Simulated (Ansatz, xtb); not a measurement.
## Relaxing a trial structure of CH2BClSi

The starting geometry of this gas-phase singlet was built from a drawn formula by distance geometry and a force field; its bonds are those of `ClC1=B[SiH2]1`.

```yaml
atoms:
  - { symbol: C, position_ang: [-1.9869, 1.2585, -0.1834] }
  - { symbol: B, position_ang: [-1.2548, 1.6523, 1.0374] }
  - { symbol: Cl, position_ang: [-3.3345, 1.6590, -1.2271] }
  - { symbol: Si, position_ang: [-0.6211, 0.1327, 0.3024] }
  - { symbol: H, position_ang: [0.3915, -0.0051, -0.7948] }
  - { symbol: H, position_ang: [-1.1767, -1.2226, 0.5676] }
```

Task: Where would you expect an optimisation with r2SCAN-D4/def2-SVP to take it?

Result: It keeps its bonds, and is `ClC1=B[SiH2]1`. Distances that change by over a tenth: C1–Si4 (1.84 → 2.04 Å).

The energy falls by 0.88 eV over 7 steps:

```csv
step,E − E(last) (eV)
1,0.881
2,0.230
3,0.038
4,0.005
5,0.001
6,0.000
7,0.000
```

Final geometry (Å):

```xyz
6

C    -2.1047    1.4885   -0.0739
B    -1.2611    1.6482    1.0018
Cl   -3.2858    1.6135   -1.2612
Si   -0.6671    0.0758    0.2223
H     0.4323   -0.0440   -0.7853
H    -1.0961   -1.3073    0.5983
```

From the same start GFN2-xTB ends elsewhere, at `[SiH2+][B-]#CCl`.

The end wasn't checked by frequencies. Run with Ansatz 0.2.0, 16 s on 1 thread of Arm Neoverse V2, with other jobs on the host.
